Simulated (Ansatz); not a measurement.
`O/C=C/B(O)Cl` → `C=COB(O)Cl`  (isomerisation)

Calculated with Ansatz (gas phase, PBE0-D4/def2-TZVP geometries, no zero-point term in ΔE). CBS: MP2 limit from def2 TZ/QZ plus the TZ coupled-cluster correction, frozen cores. DFT in def2-TZVPP. B3LYP here is the variant with VWN-RPA as its local correlation; programs differ in this. One conformer a species, not always the lowest.

(1) Is it downhill or uphill in electronic energy at CCSD(T)/CBS, and by how much? (Best estimate.)

(2) What do these levels give: PBE-D4, B3LYP-D4, ωB97M-V, PBE, HF/def2-TZVPP, SCS-MP2/def2-TZVPP? (Best estimate.)

Largest T1 diagnostic among the species: 0.013.

Answers

(1) Ansatz gave: Downhill: ΔE = -17.9 kcal/mol.

(2) Computed: PBE-D4 -14.4, B3LYP-D4 -17.4, ωB97M-V -17.4, PBE -14.5, HF/def2-TZVPP -20.4, SCS-MP2/def2-TZVPP -18.0 kcal/mol.

From PBE to PBE0 (25 % exact exchange), in def2-TZVPP and without D4, ΔE moves by −1.1 kcal/mol. In def2-TZVPP, CCSD(T) changes the Hartree–Fock value by +2.4 kcal/mol (the triples alone add +0.6 kcal/mol) and MP2 by +3.3 kcal/mol.
